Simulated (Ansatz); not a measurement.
Born–Oppenheimer molecular dynamics of AlH$_{4}$NOSi (8 atoms, charge 0, multiplicity 1). It starts at the highest image of a converged band. Of that band: Neighbouring images differ by up to 1.7 eV, so the band resolves the path poorly. A vibrational analysis at the climbing image gives one clearly imaginary mode, 1336i cm⁻¹: a first-order saddle point.

The calculation used RKS LDA/STO-3G (Ansatz 0.2.0).

| Property | Result |
| --- | --- |
| ensemble | NVE (velocity Verlet) |
| time step | 0.5 fs |
| steps asked | 200 |
| starting velocities drawn for | 300 K |
| seed | 5399 |

Frames 1 fs apart, positions in Å, forces in eV/Å.

Velocities at 65.0 fs (Å/ps):

```
N -6.74 -13.50 15.96
Al 11.38 9.04 -11.25
O -13.25 7.48 8.47
Si 2.93 -2.93 -4.73
H 11.79 22.18 23.99
H -58.97 -120.92 97.88
H -18.04 27.23 -5.29
H -17.17 -19.91 -39.71
```

```xyz
8
Properties=species:S:1:pos:R:3:forces:R:3 time_fs=65.0 energy_less_start_eV=-2.585 T=3631
N -0.221 0.760 -0.471 -0.84 2.21 -0.55
Al 0.873 1.257 0.826 0.50 -2.03 2.76
O 1.216 -0.526 1.190 -1.13 2.52 -1.78
Si 0.170 -0.872 -0.262 2.15 -2.47 2.13
H -1.206 1.111 -0.491 0.06 -0.18 -0.58
H 0.980 2.396 1.929 0.04 -0.81 -1.46
H 1.087 -1.656 -1.095 -0.18 0.57 -0.65
H -0.871 -1.851 -0.025 -0.59 0.19 0.14
8
Properties=species:S:1:pos:R:3:forces:R:3 time_fs=66.0 energy_less_start_eV=-2.455 T=3464
N -0.228 0.747 -0.455 -0.70 2.60 -0.62
Al 0.884 1.266 0.815 0.29 -2.61 2.85
O 1.202 -0.518 1.198 -0.97 2.27 -1.92
Si 0.174 -0.875 -0.266 1.32 -2.49 2.64
H -1.194 1.133 -0.470 -0.19 -0.23 -0.66
H 0.921 2.272 2.020 0.14 -0.29 -1.41
H 1.069 -1.626 -1.104 0.28 0.24 -1.00
H -0.891 -1.869 -0.064 -0.19 0.52 0.12
8
Properties=species:S:1:pos:R:3:forces:R:3 time_fs=67.0 energy_less_start_eV=-2.272 T=3229
N -0.235 0.736 -0.440 -0.55 2.89 -0.68
Al 0.896 1.274 0.805 0.07 -3.03 2.90
O 1.188 -0.509 1.204 -0.77 1.95 -2.02
Si 0.177 -0.879 -0.270 0.55 -2.41 3.01
H -1.184 1.152 -0.455 -0.40 -0.27 -0.71
H 0.864 2.144 2.097 0.23 0.14 -1.34
H 1.053 -1.594 -1.122 0.68 -0.05 -1.29
H -0.912 -1.883 -0.102 0.19 0.78 0.13
8
Properties=species:S:1:pos:R:3:forces:R:3 time_fs=68.0 energy_less_start_eV=-2.074 T=2974
N -0.243 0.728 -0.425 -0.46 3.08 -0.72
Al 0.907 1.280 0.797 -0.19 -3.26 2.96
O 1.174 -0.498 1.210 -0.52 1.56 -2.09
Si 0.181 -0.884 -0.272 0.02 -2.27 3.10
H -1.178 1.168 -0.447 -0.50 -0.32 -0.74
H 0.809 2.019 2.162 0.30 0.48 -1.31
H 1.044 -1.563 -1.153 0.86 -0.19 -1.36
H -0.931 -1.889 -0.138 0.48 0.92 0.16
8
Properties=species:S:1:pos:R:3:forces:R:3 time_fs=69.0 energy_less_start_eV=-1.891 T=2738
N -0.252 0.721 -0.410 -0.44 3.19 -0.74
Al 0.919 1.286 0.789 -0.48 -3.33 3.04
O 1.159 -0.486 1.214 -0.25 1.12 -2.11
Si 0.185 -0.890 -0.273 -0.14 -2.12 2.83
H -1.176 1.181 -0.446 -0.47 -0.39 -0.75
H 0.756 1.898 2.214 0.37 0.75 -1.32
H 1.042 -1.533 -1.196 0.77 -0.14 -1.14
H -0.947 -1.887 -0.173 0.65 0.92 0.21
8
Properties=species:S:1:pos:R:3:forces:R:3 time_fs=70.0 energy_less_start_eV=-1.723 T=2522
N -0.260 0.716 -0.397 -0.47 3.22 -0.75
Al 0.930 1.290 0.783 -0.82 -3.29 3.10
O 1.144 -0.474 1.217 0.05 0.63 -2.10
Si 0.189 -0.897 -0.274 0.02 -1.90 2.23
H -1.179 1.191 -0.453 -0.35 -0.47 -0.74
H 0.708 1.784 2.254 0.45 0.97 -1.36
H 1.048 -1.505 -1.251 0.45 0.05 -0.66
H -0.956 -1.876 -0.206 0.67 0.79 0.27
8
Properties=species:S:1:pos:R:3:forces:R:3 time_fs=71.0 energy_less_start_eV=-1.551 T=2300
N -0.269 0.714 -0.383 -0.48 3.14 -0.75
Al 0.941 1.293 0.777 -1.17 -3.17 3.11
O 1.129 -0.461 1.219 0.34 0.12 -2.03
Si 0.193 -0.904 -0.273 0.38 -1.51 1.45
H -1.186 1.196 -0.466 -0.20 -0.54 -0.71
H 0.663 1.679 2.280 0.54 1.18 -1.37
H 1.059 -1.476 -1.311 0.04 0.25 -0.03
H -0.958 -1.857 -0.237 0.56 0.53 0.33
8
Properties=species:S:1:pos:R:3:forces:R:3 time_fs=72.0 energy_less_start_eV=-1.361 T=2054
N -0.278 0.713 -0.370 -0.44 2.94 -0.74
Al 0.952 1.295 0.773 -1.53 -2.98 3.02
O 1.114 -0.448 1.220 0.62 -0.40 -1.93
Si 0.197 -0.912 -0.273 0.81 -0.91 0.67
H -1.194 1.196 -0.486 -0.06 -0.56 -0.67
H 0.624 1.585 2.293 0.61 1.37 -1.31
H 1.069 -1.444 -1.372 -0.33 0.38 0.59
H -0.956 -1.834 -0.264 0.31 0.17 0.38
8
Properties=species:S:1:pos:R:3:forces:R:3 time_fs=73.0 energy_less_start_eV=-1.157 T=1792
N -0.288 0.715 -0.358 -0.32 2.63 -0.72
Al 0.962 1.296 0.770 -1.87 -2.75 2.82
O 1.099 -0.436 1.219 0.89 -0.93 -1.79
Si 0.201 -0.920 -0.271 1.21 -0.15 0.01
H -1.203 1.190 -0.513 0.03 -0.52 -0.63
H 0.591 1.505 2.294 0.66 1.54 -1.17
H 1.077 -1.410 -1.427 -0.59 0.41 1.08
H -0.950 -1.808 -0.288 -0.02 -0.24 0.41
8
Properties=species:S:1:pos:R:3:forces:R:3 time_fs=74.0 energy_less_start_eV=-0.962 T=1541
N -0.297 0.719 -0.346 -0.15 2.24 -0.69
Al 0.971 1.296 0.767 -2.17 -2.48 2.50
O 1.085 -0.424 1.217 1.14 -1.44 -1.63
Si 0.206 -0.928 -0.270 1.48 0.68 -0.48
H -1.211 1.180 -0.546 0.09 -0.43 -0.58
H 0.563 1.440 2.284 0.68 1.69 -0.93
H 1.079 -1.371 -1.472 -0.73 0.35 1.41
H -0.944 -1.786 -0.307 -0.35 -0.61 0.42
8
Properties=species:S:1:pos:R:3:forces:R:3 time_fs=75.0 energy_less_start_eV=-0.800 T=1333
N -0.307 0.724 -0.335 0.01 1.82 -0.66
Al 0.980 1.295 0.766 -2.40 -2.17 2.07
O 1.072 -0.412 1.215 1.37 -1.94 -1.44
Si 0.211 -0.936 -0.269 1.51 1.44 -0.79
H -1.219 1.166 -0.584 0.15 -0.32 -0.54
H 0.543 1.390 2.265 0.67 1.82 -0.61
H 1.074 -1.329 -1.504 -0.73 0.22 1.56
H -0.942 -1.768 -0.323 -0.56 -0.88 0.42
8
Properties=species:S:1:pos:R:3:forces:R:3 time_fs=76.0 energy_less_start_eV=-0.689 T=1189
N -0.317 0.730 -0.324 0.10 1.40 -0.65
Al 0.988 1.294 0.765 -2.57 -1.84 1.56
O 1.060 -0.403 1.211 1.56 -2.39 -1.24
Si 0.217 -0.943 -0.269 1.23 2.04 -0.89
H -1.225 1.148 -0.627 0.23 -0.20 -0.49
H 0.529 1.358 2.240 0.62 1.92 -0.21
H 1.062 -1.285 -1.520 -0.62 0.04 1.51
H -0.945 -1.760 -0.335 -0.56 -0.97 0.41
```

Of the whole run (100 fs, mean temperature of the second half 2656 K): The conserved energy stayed within 0.2 meV per atom of its start (net change 0.033 meV per atom), so the integration is sound. The system heated up, since it started high on the potential surface and ran downhill. A run of 0.1 ps of so small a system gives no equilibrium averages. The orbitals stay closed-shell, which can raise the energy where a bond breaks towards radicals; this wasn't checked here. Limits of this set-up: minimal basis.

The run took 3.1 min on 1 CPU thread of a shared host.
